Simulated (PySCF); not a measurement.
# How methods differ on the excitation energy of Si²⁺

Si²⁺ [Ne] 3s2 (1S) → Si²⁺ [Ne] 3p2 (3P), as a difference of total energies. Calculation: PySCF 2.14, in aug-cc-pV(T+d)Z (6s5p4d2f, 55 functions); no relativity, point nucleus. Correlated levels: valence: [Ne] frozen. The calculations carry no spin-orbit coupling.

```
           method  excitation energy (eV)
              UHF                  14.957
              LDA                  14.603
              PBE                  14.422
             PBE0                  14.683
           r2SCAN                  14.146
             PW91                  14.417
            M06-L                  14.667
          wB97M-V                  15.382
          LC-wPBE                  14.834
    MP2 (valence)                  15.637
SCS-MP2 (valence)                  15.932
```

Task: How much does correlation contribute at MP2 (valence)?

Result: 15.637 − (14.957) = 0.680 eV, measured against UHF.

A first-order spin-orbit estimate (lowest level to lowest level, LS coupling) adds -0.026 eV.
